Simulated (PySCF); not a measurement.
A side-by-side comparison of computed properties.

First species: C₄H₉FOSi.
Numbering: `[CH3:1][O:2][Si@@H:3]1[CH2:4][CH2:5][C@@H:6]1[F:7]` (hydrogens: H8, H9, H10 on C1; H11 on Si3; H12, H13 on C4; H14, H15 on C5; H16 on C6)

Second species: C5H9F3Ge.
SMILES: `FC(F)(F)[C@@H]1CC[CH2][GeH2]1`

Levels: B3LYP/def2-SVPD for HOMO energy, LUMO energy, HOMO–LUMO gap and static isotropic polarisability; TDDFT B3LYP/def2-SVPD for lowest singlet excitation; TDA B3LYP/def2-SVPD for lowest triplet excitation (Tamm–Dancoff); ΔSCF B3LYP/def2-SVPD for vertical ionisation energy. Geometries: PBE0-D3(BJ)/def2-SVP. Each structure is a single optimised conformer of the isolated species, non-relativistic unless stated; the electronic structure was computed with PySCF and density fitting.

The conformers computed, where there is a choice (atom-mapped SMILES and torsion angles):
- `[CH3:1][O:2][Si@@H:3]1[CH2:4][CH2:5][C@@H:6]1[F:7]`: C1–O2–Si3–C4 148°

The conformers of `FC(F)(F)[C@@H]1CC[CH2][GeH2]1` aren't listed.

```
                                property  column X  column Y
                             HOMO energy  -8.18 eV  -7.34 eV
                             LUMO energy   0.01 eV   0.03 eV
                           HOMO–LUMO gap   8.19 eV   7.37 eV
               lowest singlet excitation   7.29 eV   6.29 eV
lowest triplet excitation (Tamm–Dancoff)   6.98 eV   5.95 eV
         static isotropic polarisability   89.5 au   76.9 au
              vertical ionisation energy  10.26 eV   9.44 eV
```

Problem. Which column belongs to which species?

Solution. Column X is the second species and column Y the first. The first has 16 atoms and 64 electrons, the second 18 and 98.

Problem. How does each property change from the first species to the second?

Solution. HOMO energy -0.84 eV; LUMO energy -0.02 eV; HOMO–LUMO gap +0.82 eV; lowest singlet excitation +1.00 eV; lowest triplet excitation (Tamm–Dancoff) +1.03 eV; static isotropic polarisability +12.6 au; vertical ionisation energy +0.82 eV.

On the first: No computed singlet falls in the visible range (750 to 380 nm, 1.65 to 3.26 eV); S1 lies 3.03 eV above its blue end. The polarisability is 11.40 Å³ as a volume (1 au = 0.148185 Å³), or 1.20 au for each of the 64 electrons.

On the second: The vertical singlet–triplet gap S1 − T1 is 0.31 eV (TDDFT singlet less Tamm–Dancoff triplet; S1: HOMO→LUMO, weight 0.98; T1: HOMO→LUMO+1, weight 0.81). The 10 singlets span 7.29 to 8.50 eV, and their oscillator strengths add up to 0.41. Relativistic effects, spin–orbit coupling among them, are left out although an element past zinc is present.
